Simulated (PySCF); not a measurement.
# A PySCF run on CsZn⁺

State: ³Σ⁺ (triplet), unpaired electrons σ ↑↑, a second solution, started from another occupation.

An equivalent input (the run itself took its basis sets from the Basis Set Exchange, started from a PBE0 density and held the occupation σ 10α 8β, πx 4α 4β, πy 4α 4β, δx 1α 1β, δy 1α 1β):

```python
from pyscf import gto, dft
mol = gto.M(atom='Cs 0 0 0; Zn 0 0 3.878', basis={'Cs': 'def2-SVPD', 'Zn': 'def2-SVPD'}, ecp={'Cs': 'def2-SVPD'},
            charge=1, spin=2, verbose=4, symmetry='C2v')
mf = dft.UKS(mol, xc='PBE0')
mf.grids.atom_grid = (80, 434)
mf.grids.prune = dft.gen_grid.treutler_prune
mf.irrep_nelec = {'A1': (11, 9), 'A2': (1, 1), 'B1': (4, 4), 'B2': (4, 4)}
mf.conv_tol = 1e-9
mf.max_cycle = 60
mf.diis_space = 10
mf.kernel()
```

The log (some set-up lines and the per-cycle HOMO/LUMO lines removed):

```
******** <class 'pyscf.dft.uks_symm.SymAdaptedUKS'> ********
method = SymAdaptedUKS
damping factor = 0
level_shift factor = 0
DIIS = <class 'pyscf.scf.diis.CDIIS'>
diis_start_cycle = 1
diis_space = 10
diis_damp = 0
SCF conv_tol = 1e-09
SCF conv_tol_grad = None
SCF max_cycles = 60
number electrons alpha = 20  beta = 18
Set gradient conv threshold to 3.16228e-05
init E= -1798.75531536629
cycle= 1 E= -1798.75785971467  delta_E= -0.00254  |g|= 0.00232  |ddm|= 0.0395
cycle= 2 E= -1798.75786279989  delta_E= -3.09e-06  |g|= 0.00199  |ddm|= 0.00909
cycle= 3 E= -1798.75786376205  delta_E= -9.62e-07  |g|= 0.000527  |ddm|= 0.00205
cycle= 4 E= -1798.7578638652  delta_E= -1.03e-07  |g|= 6.54e-05  |ddm|= 0.000854
cycle= 5 E= -1798.75786387988  delta_E= -1.47e-08  |g|= 1.22e-05  |ddm|= 0.000678
cycle= 6 E= -1798.75786388038  delta_E= -5.01e-10  |g|= 2.12e-06  |ddm|= 0.000115
Extra cycle  E= -1798.7578638804  delta_E= -1.71e-11  |g|= 6.69e-07  |ddm|= 1.26e-05
converged SCF energy = -1798.7578638804  <S^2> = 2.0006208  2S+1 = 3.0004139
```

Repeating this along the bond gives Re = 4.556 Å and ωe = 37.0 cm⁻¹.

A point of this curve took 1.3 CPU seconds beside 0.32 for the integrals, on Arm Neoverse N1 (shared host).

Spin–orbit coupling is left out. Counting both spins, an empty level lies below a filled one in this solution, because spin and occupation are held.
